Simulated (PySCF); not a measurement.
Species: BCl2GeH3.
InChI=1S/BCl2GeH3/c2-1(3)4/h4H3

Method: PBE0-D3(BJ)/def2-SVP geometry optimisation, gas phase (PySCF).

Masses are those of the commonest isotopes; rigid-rotor values at the optimised geometry. 

Task: Give the principal moments of inertia and the rotational constants in cm⁻¹.

Result: Ia = 163.97, Ib = 334.71, Ic = 492.45 u·Å²; 505379 MHz·u·Å²/I gives 3082, 1510 and 1026 MHz, that is A = 0.10281, B = 0.05036, C = 0.03423 cm⁻¹.

Task: Classify the top.

Result: An asymmetric top. Ray's parameter κ = (2B − A − C)/(A − C) = -0.530; −1 is the prolate and +1 the oblate limit.

Task: What does the inertial defect say?

Result: Not planar: Δ = Ic − Ia − Ib = -6.24 u·Å². For a rigid frame Δ = −2 Σ m c², so Σ m c² = 3.12 u·Å² lies off the ab plane, practically all of it from hydrogen. The atom farthest from that plane is 1.38 Å away.

Task: Give the other two planar moments, Paa and Pbb, and the rms extents of the mass along the axes.

Result: Paa = Σ m a² = (Ib + Ic − Ia)/2 = 331.59 and Pbb = Σ m b² = (Ia + Ic − Ib)/2 = 160.85 u·Å². With the mass M = 157.89 u, the rms extents √(P/M) along a, b and c are 1.45, 1.01, 0.14 Å.

Task: Give the coordinates in the principal-axis frame, origin at the centre of mass.

Result: The sense of each axis is arbitrary; atoms in the order of the calculation.
| atom | mass (u) | a (Å) | b (Å) | c (Å) |
| --- | --- | --- | --- | --- |
| Cl1 | 34.969 | 1.549 | 1.485 | 0.001 |
| B2 | 11.009 | 0.622 | 0.004 | -0.008 |
| Cl3 | 34.969 | 1.484 | -1.518 | 0.001 |
| Ge4 | 73.921 | -1.446 | 0.015 | 0.000 |
| H5 | 1.008 | -1.946 | -0.458 | 1.379 |
| H6 | 1.008 | -1.985 | -0.967 | -1.056 |
| H7 | 1.008 | -2.013 | 1.419 | -0.274 |

Task: Which lines would a microwave search look for?

Result: The dipole components are |μa| = 0.18 D, |μb| = 0.02 D, |μc| = 0.01 D. The squared components, which scale the intensities, stand as 1.00 : 0.02 : 0.00 (a : b : c). Some lines, for components of 0.1 D or more:

```tsv
type	branch	J(Ka,Kc)	MHz	lower level (cm⁻¹)
a	Q	3(2,1) ← 3(2,2)	455	0.750
a	Q	4(2,2) ← 4(2,3)	1245	1.086
a	R	1(0,1) ← 0(0,0)	2536	0.000
a	Q	5(2,3) ← 5(2,4)	2544	1.501
a	Q	3(1,2) ← 3(1,3)	2890	0.518
a	R	2(1,2) ← 1(1,1)	4589	0.137
a	Q	4(1,3) ← 4(1,4)	4754	0.819
a	R	2(0,2) ← 1(0,1)	4977	0.085
a	R	2(1,1) ← 1(1,0)	5556	0.153
a	R	3(1,3) ← 2(1,2)	6828	0.290
a	R	3(2,2) ← 2(2,1)	7608	0.496
a	R	3(2,1) ← 2(2,0)	7968	0.499
a	R	3(1,2) ← 2(1,1)	8267	0.339
a	R	4(1,4) ← 3(1,3)	9017	0.518
a	R	4(0,4) ← 3(0,3)	9354	0.492
a	R	4(2,3) ← 3(2,2)	10070	0.750
a	R	4(3,2) ← 3(3,1)	10305	1.054
a	R	4(2,2) ← 3(2,1)	10859	0.765
a	R	4(1,3) ← 3(1,2)	10881	0.614
a	R	5(1,5) ← 4(1,4)	11159	0.819
a	R	5(0,5) ← 4(0,4)	11371	0.804
a	R	5(2,4) ← 4(2,3)	12469	1.086
a	R	5(4,1) ← 4(4,0)	12902	1.817
a	R	5(3,3) ← 4(3,2)	12903	1.398
a	R	5(3,2) ← 4(3,1)	13135	1.400
a	R	5(1,4) ← 4(1,3)	13345	0.977
```

Whether it is a minimum is left open (no frequencies). No vibrational averaging or centrifugal distortion is included, and the geometry carries the error of its method. A rigid rotor knows nothing of internal rotation, which can split or shift real lines. Quadrupole hyperfine structure (11B, 35Cl) is left out.
